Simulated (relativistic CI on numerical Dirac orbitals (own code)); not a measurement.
## Radial parameters of Tm10+

Calculated at this level of theory: Dirac-Coulomb-Breit CI, separate exchange-only KLI orbitals for each configuration, model QED (radiative potential, 1s self-energy scaled to tabulated hydrogen-like ionisation energies), unscaled Slater integrals (own radial code, finite nucleus).

Slater integrals F^k, G^k are unscaled and averaged over j, outside the closed core [Ar] 3d10 4p6 4d10; ζ comes from projecting the Hamiltonian with its Breit term on Σ l·s of the shell.

- 4s²4f¹¹5s²: F^2(4f,4f) = 148870, F^4(4f,4f) = 94263, F^6(4f,4f) = 68062, ζ(4f) = 2771.5 cm⁻¹; <r>(4f) = 0.6593, <r^2>(4f) = 0.5284 (bohr units).
- 4s²4f¹⁰5s²5p: F^2(4f,4f) = 152750, F^4(4f,4f) = 96910, F^6(4f,4f) = 70032, ζ(4f) = 2929.8, F^2(4f,5p) = 68267, G^2(4f,5p) = 29289, G^4(4f,5p) = 24423, ζ(5p) = 48998 cm⁻¹; <r>(4f) = 0.6455, <r^2>(4f) = 0.5045, <r>(5p) = 1.203, <r^2>(5p) = 1.615 (bohr units).
- 4s²4f¹¹5s5p: F^2(4f,4f) = 149310, F^4(4f,4f) = 94573, F^6(4f,4f) = 68294, ζ(4f) = 2808.2, G^3(4f,5s) = 34853, F^2(4f,5p) = 68269, G^2(4f,5p) = 30093, G^4(4f,5p) = 24916, G^1(5s,5p) = 115560, ζ(5p) = 47174 cm⁻¹; <r>(4f) = 0.6578, <r^2>(4f) = 0.5255, <r>(5s) = 1.099, <r^2>(5s) = 1.347, <r>(5p) = 1.211, <r^2>(5p) = 1.638 (bohr units).

Averages of the first 10 configurations, taken without configuration mixing, which lowers the lowest level and can move excited configurations by several eV; other configurations of the list can lie among them:

```json
{"Configuration": "4s²4f¹¹5s²", "Parity": "odd", "States": "364", "Average energy above the lowest level (eV)": "17.8"}
{"Configuration": "4s²4f¹⁰5s²5p", "Parity": "odd", "States": "6006", "Average energy above the lowest level (eV)": "15.9"}
{"Configuration": "4s²4f¹¹5s5p", "Parity": "even", "States": "4368", "Average energy above the lowest level (eV)": "48.0"}
{"Configuration": "4s²4f¹³", "Parity": "odd", "States": "14", "Average energy above the lowest level (eV)": "90.9"}
{"Configuration": "4s²4f¹²5s", "Parity": "even", "States": "182", "Average energy above the lowest level (eV)": "52.3"}
{"Configuration": "4s²4f¹⁰5s²5d", "Parity": "even", "States": "10010", "Average energy above the lowest level (eV)": "63.3"}
{"Configuration": "4s²4f¹²5p", "Parity": "odd", "States": "546", "Average energy above the lowest level (eV)": "84.4"}
{"Configuration": "4s²4f¹¹5s6s", "Parity": "odd", "States": "1456", "Average energy above the lowest level (eV)": "117.2"}
{"Configuration": "4s4f¹³5s", "Parity": "odd", "States": "56", "Average energy above the lowest level (eV)": "522.9"}
{"Configuration": "4s4f¹³5p", "Parity": "even", "States": "168", "Average energy above the lowest level (eV)": "554.7"}
```
